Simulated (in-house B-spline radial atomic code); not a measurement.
Br II (Br+) is squeezed into an impenetrable sphere of radius R (the orbitals vanish at R). Method: non-relativistic PBE, spin-polarised, spherical fractional occupations, point nucleus. Calculated with a B-spline radial code for spherical atoms.

Energies in eV above the free ion in [Ar] 3d10 4s2 4p4:

```json
{"R (bohr)": "9.41", "highest level (eV)": "-16.4", "[Ar] 3d10 4s2 4p4": "6.997e-05", "[Ne] 3s2 3p5 3d10 4s2 4p4 4f1": "192.8", "[Ar] 3d10 4s1 4p4 4d1": "24.87", "-dE/dV in [Ar] 3d10 4s2 4p4 (GPa)": "0.000145"}
{"R (bohr)": "6", "highest level (eV)": "-16.3", "[Ar] 3d10 4s2 4p4": "0.0756", "[Ne] 3s2 3p5 3d10 4s2 4p4 4f1": "197.4", "[Ar] 3d10 4s1 4p4 4d1": "25.52", "-dE/dV in [Ar] 3d10 4s2 4p4 (GPa)": "0.357"}
{"R (bohr)": "4.74", "highest level (eV)": "-15.6", "[Ar] 3d10 4s2 4p4": "0.8856", "[Ne] 3s2 3p5 3d10 4s2 4p4 4f1": "202.7", "[Ar] 3d10 4s1 4p4 4d1": "27.55", "-dE/dV in [Ar] 3d10 4s2 4p4 (GPa)": "6.56"}
{"R (bohr)": "3.97", "highest level (eV)": "-13.8", "[Ar] 3d10 4s2 4p4": "3.917", "[Ne] 3s2 3p5 3d10 4s2 4p4 4f1": "210.3", "[Ar] 3d10 4s1 4p4 4d1": "32.46", "-dE/dV in [Ar] 3d10 4s2 4p4 (GPa)": "41.3"}
{"R (bohr)": "3.85", "highest level (eV)": "-13.3", "[Ar] 3d10 4s2 4p4": "4.941", "[Ne] 3s2 3p5 3d10 4s2 4p4 4f1": "212.3", "[Ar] 3d10 4s1 4p4 4d1": "33.93", "-dE/dV in [Ar] 3d10 4s2 4p4 (GPa)": "55.6"}
{"R (bohr)": "2.87", "highest level (eV)": "-2.67", "[Ar] 3d10 4s2 4p4": "33.91", "[Ne] 3s2 3p5 3d10 4s2 4p4 4f1": "253.3", "[Ar] 3d10 4s1 4p4 4d1": "70.02", "-dE/dV in [Ar] 3d10 4s2 4p4 (GPa)": "713"}
{"R (bohr)": "2.79", "highest level (eV)": "-0.863", "[Ar] 3d10 4s2 4p4": "39.85", "[Ne] 3s2 3p5 3d10 4s2 4p4 4f1": "260.8", "[Ar] 3d10 4s1 4p4 4d1": "76.97", "-dE/dV in [Ar] 3d10 4s2 4p4 (GPa)": "892"}
{"R (bohr)": "2.39", "highest level (eV)": "13.1", "[Ar] 3d10 4s2 4p4": "91.17", "[Ne] 3s2 3p5 3d10 4s2 4p4 4f1": "323", "[Ar] 3d10 4s1 4p4 4d1": "135", "-dE/dV in [Ar] 3d10 4s2 4p4 (GPa)": "2920"}
{"R (bohr)": "1.68", "highest level (eV)": "93.3", "[Ar] 3d10 4s2 4p4": "469.4", "[Ne] 3s2 3p5 3d10 4s2 4p4 4f1": "746.7", "[Ar] 3d10 4s1 4p4 4d1": "532.6", "-dE/dV in [Ar] 3d10 4s2 4p4 (GPa)": "36900"}
{"R (bohr)": "1.38", "highest level (eV)": "201", "[Ar] 3d10 4s2 4p4": "1073", "[Ne] 3s2 3p5 3d10 4s2 4p4 4f1": "1394", "[Ar] 3d10 4s1 4p4 4d1": "1140", "-dE/dV in [Ar] 3d10 4s2 4p4 (GPa)": "143000"}
```

(1) Does [Ne] 3s2 3p5 3d10 4s2 4p4 4f1 fall below [Ar] 3d10 4s2 4p4 under compression?

(2) Does [Ar] 3d10 4s1 4p4 4d1 fall below [Ar] 3d10 4s2 4p4 under compression?

The highest level is first positive in the row R = 2.39 bohr, pushed up by confinement above the zero of the free ion's potential. Each configuration is held fixed and needn't be the lowest in the sphere.

Answers

(1) No, it stays above over the whole range.

(2) No, it stays above over the whole range.
